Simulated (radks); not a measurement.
All-electron atom: Sn4- in [Xe]. Calculated with a radial shooting solver on a logarithmic mesh with Libxc functionals: scalar-relativistic Kohn-Sham, r2SCAN, spin-polarised, spherical densities, finite nucleus; meta-GGA in the generalised Kohn-Sham scheme; Fermi nuclear charge, rms radius 4.6519 fm; Watson sphere of charge +4.53 and radius 3.05 bohr.

X-ray form factor f0, the Fourier transform of the density (f0(0) = 54):

| sin(theta)/lambda (1/angstrom) | f0 (electrons) |
|---|---|
| 0.05 | 52.257 |
| 0.1 | 48.142 |
| 0.15 | 43.684 |
| 0.2 | 39.987 |
| 0.25 | 37.060 |
| 0.3 | 34.550 |
| 0.4 | 30.026 |
| 0.5 | 26.151 |
| 0.6 | 23.119 |
| 0.8 | 19.063 |
| 1 | 16.355 |
| 1.25 | 13.483 |
| 1.5 | 10.916 |
| 2 | 7.349 |
